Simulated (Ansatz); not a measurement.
Ansatz (a program for electronic structure) input:

Ansatz 0.2 input:
```yaml
crystal:
  periodic: [false, false, false]
  atoms:
    - {symbol: C, position_ang: [0.02803258, -0.36087349, -1.19250883]}
    - {symbol: C, position_ang: [-1.18393448, -0.42250107, -0.34181867]}
    - {symbol: Cl, position_ang: [-1.94988616, 1.04172154, 0.11918205]}
    - {symbol: C, position_ang: [1.26030809, 0.22910687, -0.50696954]}
    - {symbol: Cl, position_ang: [1.80783776, -0.79414765, 0.87543571]}
    - {symbol: H, position_ang: [0.26158313, -1.36809943, -1.54394359]}
    - {symbol: H, position_ang: [-0.16879428, 0.25968758, -2.07500207]}
    - {symbol: H, position_ang: [-1.45163473, -1.28071533, 0.25334507]}
    - {symbol: H, position_ang: [2.09822943, 0.29217300, -1.19698603]}
    - {symbol: H, position_ang: [1.04900194, 1.21380418, -0.09813327]}
basis:
  gaussian:
    orbitals: def2-TZVP
hamiltonian:
  xc: b3lyp
  dispersion: d3bj
magnetization: {spin_polarized: true, initial_magnetization: 1}
phonons: {temperatures: {t_min: 298.15, t_max: 298.15, t_step: 100}}
```

**Question.** Predict the final energy.

**Answer.** -1037.79396 Eh (B3LYP-D3(BJ)/def2-TZVP). The basis has 197 functions.

It need not be the lowest isomer of its formula.
